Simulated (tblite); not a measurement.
Record of a relaxation.

C₆H₁₁BClF.
Atom-mapped SMILES: `[CH3:1][CH2:2][C@@H:3]1[CH2:4][B:5]([Cl:6])[CH2:7][C@H:8]1[F:9]` (hydrogens: H10, H11, H12 on C1; H13, H14 on C2; H15 on C3; H16, H17 on C4; H18, H19 on C7; H20 on C8)

Computed with GFN2-xTB (tblite), gas phase: L-BFGS steps from a force-field or distance-geometry start until the largest atomic force falls under 0.01 eV/Å. 9 of its 55 geometries are shown.

Step 0: E = -789.0342 eV, largest atomic force 2.641 eV/Å
```
atom  x, y, z in Å  |  force x, y, z in eV/Å
C1      2.583    0.066    0.548   -0.212   0.197   0.272
C2      1.439   -0.734   -0.097    0.565  -0.536   0.273
C3      0.178    0.102   -0.281    0.281   0.405  -0.437
C4     -0.478    0.539    1.031   -0.239  -0.172   1.342
B5     -2.017    0.618    0.706   -0.390   2.521  -0.682
Cl6    -2.993    2.106    1.191    0.643  -1.593  -0.106
C7     -2.253   -0.030   -0.722   -0.823  -0.416   0.729
C8     -0.902   -0.660   -1.062   -0.222  -0.347   0.019
F9     -0.668   -0.595   -2.428    0.045  -0.225   0.386
H10     2.807    0.958   -0.067   -0.043  -0.496   0.416
H11     3.482   -0.565    0.621   -0.337   0.350  -0.009
H12     2.289    0.395    1.573    0.312  -0.207  -0.811
H13     1.220   -1.623    0.558    0.089   0.707  -0.626
H14     1.798   -1.106   -1.079   -0.325   0.152   0.467
H15     0.424    1.031   -0.862   -0.134  -0.731   0.328
H16    -0.338   -0.233    1.845    0.304   0.748  -0.713
H17    -0.082    1.516    1.384   -0.067  -0.810  -0.005
H18    -2.524    0.753   -1.450    0.031  -0.510   0.191
H19    -3.056   -0.797   -0.664    0.340   0.483  -0.570
H20    -0.914   -1.732   -0.750    0.185   0.480  -0.464
```

Step 7: E = -789.5509 eV, largest atomic force 0.342 eV/Å
```
atom  x, y, z in Å  |  force x, y, z in eV/Å
C1      2.575    0.066    0.550    0.021   0.001   0.011
C2      1.439   -0.731   -0.086    0.165  -0.022   0.048
C3      0.172    0.098   -0.264    0.101  -0.014  -0.025
C4     -0.479    0.565    1.049   -0.086   0.085  -0.027
B5     -1.982    0.800    0.611   -0.225  -0.005   0.257
Cl6    -3.009    1.998    1.245   -0.003  -0.152   0.045
C7     -2.272   -0.034   -0.701    0.006   0.132   0.025
C8     -0.919   -0.670   -1.030    0.021  -0.017  -0.067
F9     -0.675   -0.608   -2.387    0.071   0.004  -0.136
H10     2.811    0.944   -0.050   -0.031  -0.057   0.032
H11     3.474   -0.546    0.625   -0.084   0.032  -0.011
H12     2.303    0.394    1.552    0.019  -0.008  -0.044
H13     1.216   -1.603    0.532   -0.005  -0.012   0.021
H14     1.765   -1.092   -1.064   -0.027   0.009  -0.021
H15     0.417    0.983   -0.853    0.005   0.067  -0.138
H16    -0.324   -0.201    1.813   -0.190  -0.016  -0.031
H17    -0.019    1.471    1.436    0.192   0.031   0.010
H18    -2.533    0.684   -1.482    0.069  -0.054  -0.189
H19    -3.074   -0.772   -0.713    0.017   0.060   0.147
H20    -0.893   -1.736   -0.786   -0.036  -0.064   0.094
```

Step 14: E = -789.5990 eV, largest atomic force 0.145 eV/Å
```
atom  x, y, z in Å  |  force x, y, z in eV/Å
C1      2.577    0.064    0.553    0.023   0.043   0.013
C2      1.440   -0.728   -0.083    0.092  -0.054   0.015
C3      0.177    0.105   -0.271    0.083  -0.027  -0.052
C4     -0.478    0.600    1.029    0.044  -0.043   0.001
B5     -1.985    0.840    0.608   -0.001   0.095  -0.067
Cl6    -3.071    1.918    1.330   -0.039  -0.061   0.051
C7     -2.257   -0.001   -0.709   -0.027  -0.004  -0.054
C8     -0.914   -0.667   -1.026    0.003  -0.055  -0.030
F9     -0.656   -0.625   -2.385   -0.011  -0.015  -0.013
H10     2.807    0.940   -0.048    0.025   0.025  -0.022
H11     3.475   -0.546    0.627   -0.034  -0.007  -0.018
H12     2.309    0.397    1.552   -0.007  -0.021   0.009
H13     1.218   -1.601    0.535   -0.049  -0.012   0.030
H14     1.756   -1.088   -1.063    0.032  -0.012  -0.009
H15     0.421    0.970   -0.895    0.024   0.060   0.022
H16    -0.415   -0.191    1.782   -0.022  -0.050  -0.012
H17     0.067    1.445    1.446   -0.073   0.074  -0.015
H18    -2.503    0.637   -1.560   -0.051   0.134   0.020
H19    -3.068   -0.727   -0.655    0.002  -0.017   0.044
H20    -0.905   -1.731   -0.770   -0.015  -0.056   0.087
```

Step 20: E = -789.6092 eV, largest atomic force 0.089 eV/Å
```
atom  x, y, z in Å  |  force x, y, z in eV/Å
C1      2.581    0.066    0.552   -0.002  -0.001   0.014
C2      1.449   -0.731   -0.083   -0.033  -0.018  -0.001
C3      0.186    0.104   -0.280   -0.013   0.030  -0.048
C4     -0.478    0.604    1.016    0.057  -0.014   0.039
B5     -1.980    0.859    0.594   -0.002  -0.049  -0.009
Cl6    -3.092    1.875    1.362   -0.030  -0.003   0.040
C7     -2.253    0.015   -0.719   -0.011  -0.046  -0.035
C8     -0.912   -0.669   -1.028   -0.023   0.012  -0.007
F9     -0.655   -0.647   -2.389   -0.016  -0.054   0.058
H10     2.812    0.942   -0.049    0.006   0.004   0.002
H11     3.475   -0.547    0.625    0.035  -0.008   0.005
H12     2.309    0.393    1.553    0.006   0.003  -0.002
H13     1.213   -1.598    0.541    0.019   0.016  -0.008
H14     1.772   -1.098   -1.061   -0.008  -0.006   0.034
H15     0.432    0.975   -0.897    0.016  -0.017  -0.007
H16    -0.441   -0.196    1.764    0.028   0.045  -0.024
H17     0.061    1.451    1.440   -0.011  -0.012   0.008
H18    -2.510    0.656   -1.566   -0.011  -0.011   0.010
H19    -3.061   -0.713   -0.633    0.007   0.046  -0.055
H20    -0.914   -1.731   -0.746   -0.015   0.086  -0.015
```

Step 27: E = -789.6144 eV, largest atomic force 0.054 eV/Å
```
atom  x, y, z in Å  |  force x, y, z in eV/Å
C1      2.586    0.065    0.554   -0.017  -0.006  -0.008
C2      1.451   -0.731   -0.080   -0.035   0.010  -0.017
C3      0.193    0.113   -0.291   -0.042  -0.009   0.014
C4     -0.473    0.610    1.006   -0.014   0.017   0.009
B5     -1.984    0.852    0.595    0.001  -0.013   0.005
Cl6    -3.109    1.830    1.398    0.009  -0.027   0.015
C7     -2.257    0.027   -0.730    0.022   0.004  -0.009
C8     -0.916   -0.660   -1.030   -0.007  -0.035   0.009
F9     -0.660   -0.687   -2.389   -0.004   0.031   0.011
H10     2.818    0.941   -0.046    0.001  -0.001   0.003
H11     3.482   -0.547    0.626   -0.006  -0.004   0.003
H12     2.315    0.392    1.555    0.010   0.005  -0.001
H13     1.212   -1.593    0.549   -0.017   0.030   0.004
H14     1.777   -1.111   -1.051    0.000   0.006  -0.011
H15     0.451    0.978   -0.912   -0.020  -0.031   0.023
H16    -0.430   -0.190    1.754    0.022   0.012  -0.025
H17     0.056    1.457    1.439    0.005   0.008  -0.035
H18    -2.517    0.674   -1.572    0.049   0.023   0.003
H19    -3.071   -0.698   -0.658    0.031   0.018  -0.025
H20    -0.930   -1.710   -0.719    0.013  -0.039   0.032
```

Step 34: E = -789.6219 eV, largest atomic force 0.109 eV/Å
```
atom  x, y, z in Å  |  force x, y, z in eV/Å
C1      2.584    0.065    0.554    0.013  -0.008  -0.012
C2      1.443   -0.725   -0.078    0.012   0.021   0.003
C3      0.189    0.117   -0.305    0.008   0.024   0.064
C4     -0.468    0.620    0.991   -0.059   0.046  -0.005
B5     -1.993    0.825    0.607    0.034   0.044   0.033
Cl6    -3.132    1.733    1.473    0.012  -0.045  -0.021
C7     -2.252    0.043   -0.747    0.002   0.047   0.052
C8     -0.922   -0.666   -1.020    0.037   0.010  -0.009
F9     -0.668   -0.735   -2.373    0.036  -0.055  -0.087
H10     2.825    0.940   -0.045   -0.009  -0.003  -0.014
H11     3.475   -0.555    0.625   -0.004  -0.004  -0.017
H12     2.326    0.394    1.557   -0.038   0.013   0.004
H13     1.190   -1.569    0.567    0.010  -0.057  -0.003
H14     1.769   -1.120   -1.041    0.023  -0.029  -0.021
H15     0.448    0.971   -0.935   -0.018   0.043  -0.039
H16    -0.386   -0.172    1.740   -0.014   0.008   0.079
H17     0.052    1.485    1.399   -0.009   0.016   0.007
H18    -2.458    0.728   -1.576    0.040   0.008   0.028
H19    -3.079   -0.664   -0.735   -0.076  -0.006  -0.010
H20    -0.947   -1.701   -0.661    0.001  -0.073  -0.033
```

Step 40: E = -789.6287 eV, largest atomic force 0.058 eV/Å
```
atom  x, y, z in Å  |  force x, y, z in eV/Å
C1      2.582    0.064    0.551   -0.001   0.005  -0.009
C2      1.437   -0.723   -0.077    0.038  -0.026   0.002
C3      0.185    0.120   -0.308    0.037  -0.045   0.001
C4     -0.466    0.637    0.987    0.023  -0.018  -0.022
B5     -1.995    0.809    0.619   -0.005  -0.045  -0.013
Cl6    -3.153    1.641    1.529   -0.036   0.004  -0.004
C7     -2.243    0.054   -0.753   -0.012   0.006  -0.014
C8     -0.923   -0.681   -1.013   -0.002   0.012   0.019
F9     -0.663   -0.787   -2.367   -0.006   0.023   0.043
H10     2.826    0.936   -0.051   -0.007  -0.010  -0.012
H11     3.468   -0.564    0.619   -0.010   0.027   0.021
H12     2.321    0.400    1.552    0.005  -0.012  -0.023
H13     1.179   -1.564    0.572    0.015  -0.007  -0.014
H14     1.766   -1.131   -1.035   -0.011   0.017  -0.012
H15     0.431    0.971   -0.954    0.008  -0.037   0.027
H16    -0.363   -0.136    1.756   -0.005   0.043   0.017
H17     0.045    1.519    1.371   -0.012   0.002   0.001
H18    -2.386    0.776   -1.562   -0.008   0.014  -0.009
H19    -3.099   -0.619   -0.797    0.001   0.016   0.003
H20    -0.955   -1.712   -0.639   -0.012   0.030  -0.004
```

Step 47: E = -789.6323 eV, largest atomic force 0.041 eV/Å
```
atom  x, y, z in Å  |  force x, y, z in eV/Å
C1      2.582    0.063    0.544   -0.009  -0.009   0.009
C2      1.442   -0.733   -0.079   -0.018   0.002   0.010
C3      0.187    0.109   -0.301   -0.017  -0.002  -0.025
C4     -0.466    0.643    0.987    0.022  -0.010   0.026
B5     -2.000    0.794    0.626   -0.009  -0.003  -0.018
Cl6    -3.177    1.586    1.549   -0.006   0.005   0.011
C7     -2.240    0.067   -0.760   -0.002  -0.015  -0.023
C8     -0.926   -0.684   -1.005   -0.019  -0.012  -0.015
F9     -0.659   -0.801   -2.356    0.000   0.003   0.016
H10     2.822    0.931   -0.066   -0.004  -0.020   0.008
H11     3.472   -0.557    0.627    0.010   0.002  -0.016
H12     2.316    0.403    1.542   -0.006   0.021  -0.013
H13     1.190   -1.577    0.569    0.032  -0.007  -0.020
H14     1.765   -1.133   -1.044   -0.013   0.007   0.038
H15     0.436    0.953   -0.954    0.010   0.012   0.016
H16    -0.348   -0.101    1.781    0.006  -0.022   0.001
H17     0.032    1.541    1.349    0.005   0.031  -0.010
H18    -2.353    0.808   -1.557    0.004  -0.008   0.005
H19    -3.108   -0.588   -0.833    0.033   0.011   0.005
H20    -0.972   -1.712   -0.623   -0.020   0.015  -0.006
```

Step 54: E = -789.6330 eV, largest atomic force 0.010 eV/Å
```
atom  x, y, z in Å  |  force x, y, z in eV/Å
C1      2.581    0.062    0.544    0.001   0.003  -0.003
C2      1.441   -0.736   -0.077   -0.004  -0.004  -0.001
C3      0.186    0.106   -0.299   -0.005  -0.002  -0.005
C4     -0.466    0.643    0.989    0.001  -0.004   0.004
B5     -2.001    0.791    0.627   -0.005   0.002   0.000
Cl6    -3.182    1.574    1.554    0.005  -0.002   0.002
C7     -2.238    0.070   -0.762    0.000   0.000  -0.003
C8     -0.927   -0.685   -1.004   -0.005  -0.001  -0.003
F9     -0.657   -0.805   -2.354    0.004  -0.001   0.005
H10     2.820    0.927   -0.070   -0.002   0.005  -0.008
H11     3.472   -0.555    0.626    0.001  -0.004   0.006
H12     2.313    0.409    1.539    0.003   0.004  -0.001
H13     1.197   -1.584    0.567   -0.005   0.002   0.006
H14     1.763   -1.133   -1.042    0.003  -0.001   0.000
H15     0.438    0.951   -0.949    0.002   0.000   0.002
H16    -0.341   -0.096    1.787    0.001  -0.003   0.004
H17     0.028    1.548    1.340    0.000   0.000   0.002
H18    -2.345    0.815   -1.557   -0.001  -0.002  -0.002
H19    -3.107   -0.582   -0.842    0.004   0.004   0.000
H20    -0.981   -1.711   -0.620    0.002   0.004  -0.006
```

Task: Summarise the path.

Result: The energy falls by 13.81 kcal/mol from step 0 to step 54; nine tenths of that is first reached at step 10. It falls at every step. The largest force goes from 2.641 to 0.010 eV/Å. Among the bonds B5–Cl6 changes most, from 1.845 to 1.693 Å; the atoms move by 0.197 Å rms after alignment.

What follows is the cost of the whole relaxation. Time: 0.35 s of wall time. Hardware: one thread, Intel Xeon 6975P-C (x86_64), no GPU, on a shared host.
